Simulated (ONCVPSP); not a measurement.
# Scattering properties, ONCV potential for Ho (Z = 67)

ONCVPSP 4.0.1 input, shortened (lines: element, Z, core and valence counts, functional; n l f; lmax; l rc ep ncon nbas qcut; lloc lpopt rc5 dvloc0; l nproj debl; icmod fcfact rcfact), PBEsol, scalar-relativistic:

```
  Ho 67.00   10    4  -116133      upf
    1    0    2.00
    2    0    2.00
    2    1    6.00
    3    0    2.00
    3    1    6.00
    3    2   10.00
    4    0    2.00
    4    1    6.00
    4    2   10.00
    4    3   10.00
    5    0    2.00
    5    1    6.00
    5    2    1.00
    6    0    2.00
    3
    0    2.30    0.00    4    9    5.30
    1    2.10    0.00    4    8    6.60
    2    2.95    0.00    3    7    4.90
    3    2.80    0.03    3    7    4.30
    4    4    1.35    0.00
    0    3    3.90
    1    2    2.20
    2    2    2.90
    3    2    0.50
    1    0.20    0.00
```

The phase is arctan(r·R′/R) of the radial function R(r), unwrapped; energies in Ha, scanned from -4 to 5 Ha. A pole is an energy at which the radial function vanishes at the test radius. The pseudo phase is shifted by a multiple of π to meet the all-electron one at the reference energy, and phase errors are pseudo minus all-electron; the curves can meet again beyond the range given. Levels narrower than the energy grid can be missing from the lists of poles.

Task: For each channel, where are the poles, and over which energies does the pseudopotential scatter like the atom?

Result:

```csv
channel,radius (bohr),reference energy (Ha),"poles, all-electron","poles, pseudo",unbroken range about the reference energy with phases within 0.05 rad,phase error 1 Ha above the reference energy (rad)
s,2.33,-0.16,"-1.89, 2.76","-1.89, 2.76",the whole range,-0.000
p,2.13,-1.07,-0.62,"-0.62, 4.95",the whole range,-0.000
d,3.00,-0.08,"0.23, 2.72","0.23, 2.72",below 1.0,+0.029
f,2.84,0.03,"-0.33, 1.78, 4.86","-0.07, 2.33",0.0 to 1.5,+0.027
```

Note: ghosts flagged at negative energy: f at -1.31 eV; GHOST(+) flagged for s at 210.2 eV. A true bound ghost makes a file unfit for plane-wave use.

Phases in the f channel:

```tsv
E (Ha)	all-electron	pseudo
-3.98	1.435	1.440
-3.50	1.426	1.431
-3.02	1.414	1.421
-2.54	1.399	1.408
-2.06	1.380	1.391
-1.58	1.353	1.367
-1.10	1.312	1.331
-0.62	1.229	1.270
-0.14	-1.978	1.131
0.34	-2.478	-2.477
0.82	-4.050	-4.036
1.30	-4.546	-4.506
1.78	-4.712	-4.639
2.26	-4.853	-4.705
2.74	-5.233	-4.749
3.22	-7.302	-4.785
3.70	-7.677	-4.819
4.18	-7.778	-4.858
4.66	-7.834	-4.908
```
